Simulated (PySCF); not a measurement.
CSe2 (singlet). Computed with PySCF, PBE0, basis C def2-TZVP, Se def2-TZVP (no relativity, density fitting).

Harmonic bands of its minimum:

```csv
ω (cm⁻¹),"IR (km/mol, summed over degenerate members)",degeneracy
329,14.4,2
389,0.0,1
1361,568,1
```

Q: The central atom is C. Infer the point group and assign the bands.

A: D∞h. The modes span πu + σg+ + σu+: 329 πu, 389 σg+, 1361 σu+. The computed geometry has C–Se 1.689 Å (×2); Se–C–Se 180.0°.
